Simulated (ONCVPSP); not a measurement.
# Transferability test, ONCV potential for titanium (Ti)

```json
{
  "Element": "titanium",
  "Generator": "ONCVPSP 4.0.1",
  "Type": "optimised norm-conserving Vanderbilt (ONCV)",
  "Functional": "PBEsol",
  "Relativity": "scalar-relativistic",
  "Frozen core": "[Ar]",
  "Valence charge": "4",
  "Reference configuration": "3d2 4s0.5 (charge +1.5)",
  "Partial waves": "4s: rc 2.85 bohr, ncon 4, nbas 7, qcut 2.5 1/bohr, 2 projectors, debl 3.7 Ha; p scattering state at 0.02 Ha: rc 2.40 bohr, ncon 4, nbas 9, qcut 2.9 1/bohr, 2 projectors, debl 0.6 Ha; 3d: rc 2.15 bohr, ncon 5, nbas 9, qcut 7.4 1/bohr, 1 projector",
  "Local potential": "polynomial inside 1.75 bohr (lpopt 5, dvloc0 2 Ha)",
  "Core correction": "polynomial model core, fcfact 0.55"
}
```

In the p channel the program set the typed energies aside and used 0.050, 0.650 Ha.

Energies are relative to the spin-unpolarised reference configuration 3d2 4s0.5; without spin polarisation the order of configurations can differ from experiment.

Problem. Give the all-electron excitation energy and the error of the potential for: 3d2 4s2; 3d2 4s1; 3d2 4s0; 3d1 4s2.

Solution.

| valence configuration | charge | ΔE all-electron (eV) | error AE − PS (meV) |
| --- | --- | --- | --- |
| 3d2 4s2 | 0 | -13.308 | -3.9 |
| 3d2 4s1 | +1 | -5.949 | -0.8 |
| 3d2 4s0 | +2 | 7.522 | -3.3 |
| 3d1 4s2 | +1 | -3.545 | -184 |

Note: no bound ghost flagged; GHOST(+) flagged for s at 82.7 eV.
